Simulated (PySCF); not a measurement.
**SMILES C1=CN=C([N+]#[C-])S1, C4H2N2S**

Geometry:
| atom | x (Å) | y (Å) | z (Å) |
| --- | --- | --- | --- |
| C1 | 3.517 | -0.160 | -0.357 |
| N2 | 2.345 | -0.030 | -0.360 |
| C3 | 0.996 | 0.135 | -0.366 |
| N4 | 0.139 | -0.818 | -0.162 |
| C5 | -1.130 | -0.336 | -0.231 |
| C6 | -1.247 | 1.005 | -0.493 |
| S7 | 0.308 | 1.707 | -0.662 |
| H8 | -1.972 | -1.012 | -0.080 |
| H9 | -2.153 | 1.601 | -0.592 |

The calculation used quadratic response PBE0/def2-SVPD first hyperpolarisability, Taylor convention, gas phase (PySCF 2.14.0). Geometry: PBE0-D3(BJ)/def2-SVP.

(1) What is the first hyperpolarisability, and how does it disperse?

(2) Which lowest excitations, dipole and polarisabilities go with it?

## Answers

(1) In 10⁻³⁰ esu, Taylor convention; the vector part is βᵢ = ⅓ Σⱼ (βᵢⱼⱼ + βⱼᵢⱼ + βⱼⱼᵢ); β∥ is 3/5 of the vector part along the dipole, the dipole points from − to +:
```csv
process,λ (nm),β vector norm,β∥,β HRS,depolarisation ratio
"static β(0;0,0)",∞,2.51,0.99,1.18,3.60
"second harmonic β(−2ω;ω,ω)",1550,2.82,1.16,1.32,3.64
"Pockels β(−ω;ω,0)",1550,2.61,1.05,–,–
"second harmonic β(−2ω;ω,ω)",1064,3.25,1.42,1.52,3.70
"Pockels β(−ω;ω,0)",1064,2.72,1.11,–,–
"second harmonic β(−2ω;ω,ω)",694.3,5.35,2.64,2.44,3.94
"Pockels β(−ω;ω,0)",694.3,3.06,1.30,–,–
```

(2) S1 5.00 eV (f = 0.220); S2 5.17 eV (f = 0.000); S3 5.66 eV (f = 0.000); dipole 4.49 D; isotropic α 76.8 au static, 77.3 au at 1550 nm, 77.8 au at 1064 nm, 78.8 au at 775 nm, 79.4 au at 694.3 nm, 81.4 au at 532 nm, 91.0 au at 347.1 nm.
